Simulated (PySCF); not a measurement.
## ORD: `C[C@H]1[C@H](F)[C@@H]2CC[C@H]12`, C$_{7}$H$_{11}$F

Geometry (Å), atoms numbered from 1 in this order:
```xyz
19

C    -2.3490   -0.1805   -0.2785
C    -0.8810    0.1733   -0.4292
C    -0.3342    1.1882    0.5920
F     0.1021    2.3807    0.0651
C     0.7609    0.2000    1.0056
C     2.0072    0.2118    0.1045
C     1.4279   -0.9505   -0.7221
C     0.1307   -0.8717    0.0903
H    -2.6111   -0.9948   -0.9508
H    -2.5635   -0.4927    0.7417
H    -2.9719    0.6791   -0.5165
H    -0.6740    0.4868   -1.4540
H    -1.0364    1.4437    1.3914
H     0.9254    0.0693    2.0718
H     2.1378    1.1415   -0.4446
H     2.9320   -0.0220    0.6268
H     1.3191   -0.7689   -1.7899
H     1.9635   -1.8862   -0.5769
H    -0.2954   -1.7978    0.4659
```

Theory: TDDFT wB97X-D/def2-SVPD circular dichroism and optical rotation, one conformer, gas phase (PySCF). Geometry: GFN2-xTB.

Stereocentres: C2 R, C3 S, C5 R, C8 R.

Problem. Give the optical rotatory dispersion at 633, 589.3, 546, 436, 405, 365, 355 nm.

Solution. [α] in deg dm⁻¹ (g/mL)⁻¹:
```
λ (nm)  origin-invariant length gauge  modified velocity gauge  length gauge (centre of mass)  isotropic polarisability (au)
   633                          -12.2                    -14.5                          -11.7                           77.6
 589.3                          -14.2                    -16.8                          -13.6                           77.8
   546                          -16.6                    -19.7                          -15.8                           78.0
   436                          -26.4                    -31.6                          -25.2                           79.1
   405                          -30.8                    -37.0                          -29.4                           79.6
   365                          -38.4                    -46.3                          -36.6                           80.4
   355                          -40.7                    -49.2                          -38.8                           80.6
```

Problem. And for the mirror image at 589.3 nm?

Solution. +14.2 deg dm⁻¹ (g/mL)⁻¹ (origin-invariant length gauge): the same size and the opposite sign.

Problem. What is the molar rotation [Φ] = [α]·M/100 of the geometry above at 589.3 nm?

Solution. With M = 114.16 g/mol, -16.2 deg cm² dmol⁻¹ (origin-invariant length gauge).

The first excitation lies at 8.08 eV (153 nm) with R = -2.7 × 10⁻⁴⁰ esu² cm² (velocity form).
